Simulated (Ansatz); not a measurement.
Cost and result up the ladder for the cluster As₂S₂ (4 atoms). Charge 0, multiplicity 1. Geometry: r2SCAN-D4/def2-SVP.

```xyz
4

As   -1.116    0.928   -0.700
As    0.290   -0.783   -1.381
S     1.046   -0.842    0.734
S    -0.220    0.698    1.347
```

Ansatz on 4 threads of Arm Neoverse N1 on a shared host. Times are rough, and most runs start from the orbitals of an earlier one. No level here is sound enough to serve as a yardstick. Binding counts from free atoms at the same level (As quartet, S triplet; other spins of the atoms weren't run), without zero-point energy or a counterpoise term.

Correlated methods freeze 28 core orbitals; core or outer-core shells of As are correlated, in sets that lack core-valence functions. Another isomer (singlet) lies 0.51 eV lower at PBE0-D4/def2-TZVP; other spin states weren't run for this one.

Correlated methods converge slowly with the basis.

```csv
level,functions,binding energy per atom (eV),remarks
CCSD(T)/def2-TZVPP,180,2.32,restricted SCF unstable
PBE-D4/def2-TZVP (with forces),170,2.83,restricted SCF unstable in HF
B97M-V/def2-TZVP,170,2.63,restricted SCF unstable in HF
r2SCAN-D4/def2-TZVP,170,2.62,restricted SCF unstable in HF
PBE0-D4/def2-TZVP,170,2.59,restricted SCF unstable in HF
ωB97M-V/def2-TZVP,170,2.51,restricted SCF unstable in HF
```

(1) Estimate how long each takes.

Results:

(1) PBE-D4/def2-TZVP (with forces) 3.1 s; PBE0-D4/def2-TZVP 4.8 s; r2SCAN-D4/def2-TZVP 6.5 s; B97M-V/def2-TZVP 10 s; ωB97M-V/def2-TZVP 14 s; CCSD(T)/def2-TZVPP 90 s. On shared hardware such times vary by a factor of up to 3.
